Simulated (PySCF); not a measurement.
3-methylbut-3-enal (C₅H₈O), SMILES C=C(CC=O)C. Geometry optimised at ωB97X-D3(BJ)/def2-SVP. The values are those of a single conformer.

Computed equilibrium geometry at ωB97X-D3(BJ)/def2-SVP (PySCF confirms it by a frequency run) as Cartesian coordinates in Å (one conformer of several):
```xyz
14

C     -1.8956     0.6197     0.7662
C     -0.9632     0.1171    -0.0499
C     -1.0889    -1.2315    -0.7110
C      0.3272     0.8620    -0.3348
C      1.4568     0.2168     0.4451
O      2.3365    -0.4413    -0.0459
H     -1.7804     1.6053     1.2287
H     -2.8116     0.0648     0.9921
H     -0.2219    -1.8700    -0.4729
H     -1.1068    -1.1208    -1.8083
H     -2.0052    -1.7524    -0.3983
H      0.5838     0.8204    -1.4050
H      0.2362     1.9134    -0.0181
H      1.3960     0.3648     1.5552
```
Charge 0, spin multiplicity 1.
